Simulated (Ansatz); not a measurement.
Consider the formal exchange of groups at a C–C bond: `BCC[SiH2]Cl` + `O[SiH2]F` → `BC[SiH](O)F` + `C[SiH2]Cl`.

Isolated molecules relaxed with PBE0-D4/def2-TZVP in Ansatz; ΔE leaves out vibrations. CCSD(T)/CBS adds triple-zeta CCSD(T) − MP2 to the extrapolated MP2 energy (def2 sets, frozen cores). Functionals use def2-TZVPP. Each species was taken in one conformer, which may not be the lowest.

`BCC[SiH2]Cl`:

Cartesian coordinates in Å:
```
B -2.193 0.368 -0.525
C -0.886 -0.252 0.028
C 0.378 0.610 0.045
Si 1.935 -0.321 0.474
Cl 2.213 -1.836 -0.901
H -2.175 1.367 -1.190
H -3.239 -0.186 -0.345
H -1.053 -0.745 0.993
H -0.746 -1.108 -0.663
H 0.523 1.096 -0.926
H 0.276 1.424 0.773
H 1.830 -0.963 1.809
H 3.137 0.547 0.428
```

`O[SiH2]F`:

Z-matrix (Å, degrees):
```
Si
F 1 1.596
O 1 1.630 2 111.0
H 1 1.482 2 106.0 3 121.4
H 1 1.474 2 108.2 3 -116.3
H 3 0.958 1 119.1 2 71.8
```

`BC[SiH](O)F`:

Cartesian coordinates in Å:
```
B 0.167 -0.128 -1.631
C -0.136 0.828 -0.468
Si -0.425 -0.165 1.091
O 0.719 -1.300 1.345
F -0.438 0.881 2.298
H 1.296 -0.423 -1.901
H -0.720 -0.640 -2.252
H -1.069 1.391 -0.581
H 0.682 1.512 -0.216
H -1.716 -0.876 1.106
H 1.641 -1.081 1.208
```

`C[SiH2]Cl`:

```xyz
8

C     0.196   -0.818   -0.560
Si   -0.297    0.676    0.427
Cl    1.348    1.426    1.418
H    -0.673   -1.222   -1.086
H     0.597   -1.598    0.092
H     0.958   -0.561   -1.298
H    -1.313    0.340    1.454
H    -0.815    1.758   -0.446
```

```json
{"level": "PBE-D4", "ΔE (kcal/mol)": "-20.4", "difference from CCSD(T)/CBS": "-0.8"}
{"level": "revPBE-D4", "ΔE (kcal/mol)": "-19.9", "difference from CCSD(T)/CBS": "-0.3"}
{"level": "BHLYP-D4", "ΔE (kcal/mol)": "-19.7", "difference from CCSD(T)/CBS": "-0.1"}
{"level": "ωB97M-V", "ΔE (kcal/mol)": "-20.4", "difference from CCSD(T)/CBS": "-0.8"}
{"level": "B2PLYP", "ΔE (kcal/mol)": "-19.9", "difference from CCSD(T)/CBS": "-0.3"}
{"level": "PBE", "ΔE (kcal/mol)": "-20.5", "difference from CCSD(T)/CBS": "-0.9"}
{"level": "revPBE", "ΔE (kcal/mol)": "-20.5", "difference from CCSD(T)/CBS": "-0.9"}
{"level": "CCSD(T)/def2-SVP", "ΔE (kcal/mol)": "-16.8", "difference from CCSD(T)/CBS": "2.8"}
{"level": "HF/def2-TZVPP", "ΔE (kcal/mol)": "-18.5", "difference from CCSD(T)/CBS": "1.1"}
{"level": "CCSD/CBS(def2)", "ΔE (kcal/mol)": "-19.4", "difference from CCSD(T)/CBS": "0.2"}
{"level": "CCSD(T)/CBS", "ΔE (kcal/mol)": "-19.6", "difference from CCSD(T)/CBS": "0"}
```

Largest T1 diagnostic among the species: 0.012.

In def2-TZVPP, CCSD(T) changes the Hartree–Fock value by −1.0 kcal/mol (the triples alone add −0.2 kcal/mol) and MP2 by −1.2 kcal/mol. Leaving LDA and LC-ωPBE aside and taking each functional with its dispersion term where it has one, the values, not all of them listed here, spread over 2.2 kcal/mol, from r2SCAN-D4 to ωB97X-V. At CCSD(T), def2-SVP lies +2.8 kcal/mol from the extrapolated value and def2-TZVPP +0.1 kcal/mol.
